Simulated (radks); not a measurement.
Initial-state core-level shifts of neutral thulium when its valence configuration changes from [Xe] 4f13 6s2. Calculated with a radial shooting solver on a logarithmic mesh with Libxc functionals: scalar-relativistic Kohn-Sham, PBE, spin-unpolarised, spherical densities, finite nucleus; Fermi nuclear charge, rms radius 5.2256 fm. Shifts are changes of the shell-averaged eigenvalues in eV (positive: less bound); the change of the density at the nucleus, which sets a Mossbauer isomer shift, is in e/bohr^3, on a base of 1.002e+06.

valence                3s       3p       4s       4d  density at nucleus
4f13 5d0.5 6s1.5   +0.203   +0.203   +0.210   +0.219               -18.0
4f12 5d1 6s2       -7.979   -7.966   -7.722   -7.377               +46.9
4f11 5d2 6s2      -16.976  -16.946  -16.210  -15.375               +99.4
4f13 5d1.5 6s0.5   +0.327   +0.327   +0.345   +0.368               -51.6
4f13 6s1 6p1       -1.512   -1.512   -1.523   -1.531               -30.9
4f12.5 5d0.5 6s2   -3.866   -3.861   -3.768   -3.616               +22.7
4f11 5d3 6s1      -15.450  -15.420  -14.678  -13.827               +48.7
4f12 5d2.5 6s0.5   -6.575   -6.562   -6.301   -5.931               -16.6
4f10 5d1 6s2 6p2  -34.737  -34.684  -33.163  -31.740              +201.3
